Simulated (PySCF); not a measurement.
C6H8F4.
SMILES with atom numbers: `[F:1][C:2]([F:3])([F:4])[CH2:5][C:6]1([F:7])[CH2:8][CH2:9][CH2:10]1` (hydrogens: H11, H12 on C5; H13, H14 on C8; H15, H16 on C9; H17, H18 on C10)

Structure used (PBE0-D3(BJ)/def2-SVP), in Å, numbered top down from 1:
```xyz
18
C6H8F4 angstrom
F     -2.6967    0.3119    1.3086
C     -2.2219    0.6284    0.1066
F     -3.2508    0.6029   -0.7510
F     -1.7938    1.8971    0.1653
C     -1.1406   -0.3160   -0.3593
C      0.1089   -0.3862    0.5002
F     -0.2539   -0.8052    1.7564
C      1.2332   -1.2078   -0.1477
C      1.8989    0.1152   -0.5720
C      1.0331    0.8440    0.4733
H     -1.5920   -1.3185   -0.4107
H     -0.8738   -0.0199   -1.3842
H      0.9556   -1.9419   -0.9193
H      1.8000   -1.7158    0.6458
H      1.6412    0.4028   -1.6024
H      2.9894    0.1854   -0.4602
H      0.5945    1.8176    0.2209
H      1.5427    0.9173    1.4447
```

The closed-shell ground state was solved at several levels (PySCF, density fitting, gas phase, non-relativistic).

| level | basis functions | HOMO (eV) | LUMO (eV) | gap (eV) | dipole (D) |
| --- | --- | --- | --- | --- | --- |
| CAM-B3LYP/pcSseg-1 | 210 | -10.39 | 1.95 | 12.34 | 3.22 |
| PBE0/pcSseg-1 | 210 | -8.95 | 1.09 | 10.04 | 3.17 |

Task: Estimate the row for B3LYP/def2-SVPD, a basis of 276 functions; the other rows only guide the guess.

Result: HOMO -8.81 eV, LUMO 0.20 eV, gap 9.01 eV, dipole 3.36 D.

Task: Over all these levels, which gives the widest orbital gap and which the narrowest?

Result: CAM-B3LYP/pcSseg-1 (range-separated hybrid) has the widest, 12.34 eV, and B3LYP/def2-SVPD (global hybrid, 20 % exact exchange) the narrowest, 9.01 eV. Functional and basis both differ between the two, so the spread mixes both effects.

Task: How far do the dipole and the HOMO energy spread over the levels?

Result: The dipole runs from 3.17 to 3.36 D (mean 3.25 D) and the HOMO from -10.39 to -8.81 eV.

One conformer stands for the species.
